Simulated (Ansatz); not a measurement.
Cartesian coordinates in Å:
```
B 0.533 0.214 -0.897
O 0.973 -0.254 0.325
C -0.404 -0.163 0.680
O -0.811 0.319 -0.598
H 1.127 0.453 -1.896
H -0.580 0.568 1.473
H -0.838 -1.138 0.912
```

Total charge 0; spin multiplicity 1.

Q: List the PBE/def2-TZVPP orbital energies in eV (Ansatz 0.2.0). (Estimate.)

A: The calculation gave: Occupied: -510.98, -510.98, -272.14, -178.21, -28.35, -24.50, -16.93, -12.84, -12.46, -12.45, -11.66, -8.92, -8.13, -8.06, -7.74. Lowest empty: -0.67, 0.36, 0.55, 1.65, 2.07, 2.11, 2.68, 3.64.
